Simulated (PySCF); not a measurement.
Species: C₄H₇F₃Se.
SMILES with atom numbers: `[CH3:1][Se:2][CH2:3][CH2:4][C:5]([F:6])([F:7])[F:8]` (hydrogens: H9, H10, H11 on C1; H12, H13 on C3; H14, H15 on C4)

Computed by this run: PySCF 2.14.0, PBE0-D3(BJ)/def2-SVP geometry optimisation, gas phase; density fitting, grid level 1; the optimiser is geomeTRIC in internal coordinates, started from a GFN2-xTB structure.

Step 0: E = -77725.5255 eV
```
atom  x, y, z in Å  |  force x, y, z in eV/Å
C1     -2.5817   -0.1500    0.5920    0.511   0.432  -0.314
Se2    -1.7177    1.3494   -0.3174    0.082  -0.095  -0.110
C3     -0.0067    0.4672   -0.7277   -0.480   0.233   0.732
C4      0.8778    0.3360    0.5040    0.368  -0.359  -0.744
C5      2.1526   -0.4138    0.1709    0.450  -0.256   0.177
F6      1.9080   -1.6599   -0.2663   -0.188   0.183   0.049
F7      2.8717    0.1908   -0.7852   -0.234   0.113   0.044
F8      2.9579   -0.5365    1.2371   -0.242   0.125  -0.033
H9     -2.0643   -0.3736    1.5213    0.123  -0.143   0.361
H10    -3.6021    0.1534    0.8080   -0.379   0.121   0.069
H11    -2.5829   -1.0142   -0.0672   -0.066  -0.352  -0.193
H12    -0.2374   -0.5106   -1.1550    0.011  -0.214  -0.174
H13     0.4792    1.0831   -1.4857    0.067   0.124  -0.243
H14     1.1556    1.3197    0.8877    0.052   0.194   0.152
H15     0.3732   -0.2211    1.2962   -0.076  -0.106   0.226
```

Step 1: E = -77725.5560 eV
```
atom  x, y, z in Å  |  force x, y, z in eV/Å
C1     -2.5706   -0.0919    0.6020   -0.114  -0.025   0.028
Se2    -1.7019    1.3361   -0.3779    0.001   0.036  -0.002
C3     -0.0300    0.4126   -0.7372    0.064  -0.072  -0.133
C4      0.8568    0.2483    0.4813    0.081   0.129   0.097
C5      2.1889   -0.3920    0.1727   -0.229   0.269   0.001
F6      2.0481   -1.6196   -0.3335    0.071  -0.093  -0.011
F7      2.8725    0.3364   -0.7206    0.066  -0.098   0.012
F8      2.9357   -0.4832    1.2754    0.060  -0.095  -0.032
H9     -2.0419   -0.3298    1.5359   -0.006   0.014  -0.021
H10    -3.5793    0.2700    0.8521    0.051  -0.038  -0.003
H11    -2.6605   -0.9911   -0.0249    0.005   0.020   0.023
H12    -0.2612   -0.5636   -1.1936    0.010   0.057   0.007
H13     0.4763    1.0205   -1.5045   -0.020  -0.042   0.051
H14     1.0813    1.2303    0.9293   -0.068  -0.067   0.001
H15     0.3693   -0.3630    1.2563    0.027   0.002  -0.019
```

Question: Estimate the geometry and energy of step 2. (The exact step hangs on the optimiser's Hessian estimate; all steps are aligned on step 1, rigid shifts and turns removed.)

Answer: E = -77725.5597 eV, largest force 0.124 eV/Å
```
atom  x, y, z in Å  |  force x, y, z in eV/Å
C1     -2.5778   -0.0949    0.6046    0.000  -0.007  -0.002
Se2    -1.7073    1.3319   -0.3835    0.004  -0.003   0.003
C3     -0.0255    0.4172   -0.7400   -0.011  -0.035  -0.016
C4      0.8591    0.2591    0.4824    0.068   0.025   0.001
C5      2.1866   -0.3884    0.1716    0.061   0.032  -0.016
F6      2.0416   -1.6169   -0.3351   -0.082  -0.082  -0.045
F7      2.8879    0.3229   -0.7211   -0.041   0.028   0.015
F8      2.9388   -0.5012    1.2689   -0.009   0.027   0.063
H9     -2.0500   -0.3215    1.5411    0.005   0.005  -0.002
H10    -3.5880    0.2603    0.8504    0.005   0.008  -0.007
H11    -2.6599   -0.9995   -0.0138    0.006   0.002  -0.001
H12    -0.2499   -0.5581   -1.1977    0.006   0.006   0.002
H13     0.4799    1.0263   -1.5040   -0.007   0.012   0.004
H14     1.0750    1.2387    0.9345   -0.014  -0.005   0.002
H15     0.3729   -0.3558    1.2543    0.008  -0.013  -0.001
```

The energy changes by -0.0037 eV. The first-order estimate −F·Δx gives -0.0083 eV and the mean of the old and new forces, exact on a quadratic surface, -0.0035 eV. The step makes an angle of 70° with the force vector and moves no atom by more than 0.020 Å.

What follows is the cost of the whole optimisation. On an x86-64 server with one thread, on a shared host, this took 69 s wall.
